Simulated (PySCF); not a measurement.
A PySCF script (with the pyscf-properties extension) for the NMR shieldings of SMILES CB(C)P(C)C1CC1, C6H14BP, on a GFN2-xTB geometry:

```python
import basis_set_exchange as bse
import numpy as np
from pyscf import gto, dft
from pyscf.prop import nmr

atoms = """
C     2.780206   -0.712292   -0.122501
B     1.457831    0.144541   -0.178044
C     1.452888    1.623991    0.368999
P    -0.086315   -0.530171   -1.041239
C    -0.219094   -2.260362   -0.372025
C    -1.441624    0.245458   -0.062600
C    -2.043118    1.528798   -0.554251
C    -2.829608    0.262354   -0.635325
H     2.727411   -1.655811   -0.661899
H     3.632516   -0.155693   -0.510794
H     3.025866   -0.945895    0.914231
H     0.880288    1.676091    1.296433
H     2.443071    2.021531    0.582381
H     0.955426    2.305978   -0.319301
H     0.588756   -2.864546   -0.777115
H    -0.168795   -2.269972    0.715681
H    -1.167746   -2.686611   -0.692120
H    -1.359555    0.121951    1.013816
H    -2.329841    2.274125    0.173125
H    -1.664340    1.943073   -1.477015
H    -3.663484    0.125847    0.037422
H    -2.981151   -0.172998   -1.611749
"""
names = dict.fromkeys(["C", "B", "P", "H"], "pcSseg-1")
basis = {el: gto.basis.parse(bse.get_basis(n, elements=[el], fmt="nwchem")) for el, n in names.items()}
mol = gto.M(atom=atoms, basis=basis, charge=0, verbose=0)
mf = dft.RKS(mol, xc="PBE0")
mf.grids.level = 2
mf.grids.alignment = dft.numint.BLKSIZE   # the property module wants whole blocks of grid points
mf.conv_tol = 1e-9
mf.kernel()

calc = nmr.RKS(mf)   # GIAO
C = mf.mo_coeff
Co = C[:, mf.mo_occ > 0]
resp = mf.gen_response(singlet=True, hermi=2)
def vind(x):   # induced exchange potential for any number of trial vectors
    d = np.einsum("pi,xij,qj->xpq", C, 2 * x.reshape(-1, C.shape[1], Co.shape[1]), Co, optimize=True)
    return np.einsum("xpq,pi,qj->xij", resp(d - d.transpose(0, 2, 1)), C, Co, optimize=True).ravel()
mo1, _ = nmr.rhf.solve_mo1(calc, with_cphf=vind)
sigma = calc.kernel(mo1)
for i, s in enumerate(sigma):   # ppm
    w = np.linalg.eigvalsh((s + s.T) / 2)
    print("%2d %-2s iso %8.1f  s11 %8.1f  s22 %8.1f  s33 %8.1f" % (i, mol.atom_pure_symbol(i), w.mean(), *w))
```

**Question.** What are the results?

**Answer.** 
```
 0 C  iso    171.7  s11    150.0  s22    179.1  s33    186.0
 1 B  iso      2.9  s11    -73.4  s22    -38.1  s33    120.3
 2 C  iso    171.4  s11    151.4  s22    177.4  s33    185.5
 3 P  iso    369.6  s11    296.0  s22    366.1  s33    446.8
 4 C  iso    179.2  s11    163.1  s22    186.6  s33    188.0
 5 C  iso    176.1  s11    141.2  s22    168.6  s33    218.5
 6 C  iso    180.1  s11    149.7  s22    178.5  s33    212.0
 7 C  iso    179.6  s11    144.1  s22    178.8  s33    216.1
 8 H  iso     30.3  s11     25.4  s22     31.4  s33     34.0
 9 H  iso     30.7  s11     26.5  s22     28.9  s33     36.7
10 H  iso     30.9  s11     27.5  s22     28.9  s33     36.2
11 H  iso     30.8  s11     26.0  s22     31.6  s33     34.7
12 H  iso     30.6  s11     26.3  s22     29.2  s33     36.3
13 H  iso     30.1  s11     24.7  s22     31.7  s33     34.0
14 H  iso     30.3  s11     25.1  s22     28.1  s33     37.8
15 H  iso     30.3  s11     26.0  s22     28.4  s33     36.6
16 H  iso     30.4  s11     24.9  s22     29.1  s33     37.1
17 H  iso     31.0  s11     24.5  s22     29.0  s33     39.5
18 H  iso     30.9  s11     25.8  s22     26.0  s33     40.9
19 H  iso     31.2  s11     26.0  s22     28.2  s33     39.4
20 H  iso     31.0  s11     25.1  s22     26.5  s33     41.3
21 H  iso     31.4  s11     25.4  s22     28.6  s33     40.2
```

These numbers come from an equivalent density-fitted implementation of the same equations, which agrees with the script to about 0.01 ppm for H and up to a few tenths of a ppm for heavy atoms, so last digits may differ.

Size and cost of the density-fitted run: 213 basis functions, about 2.1 core-minutes.
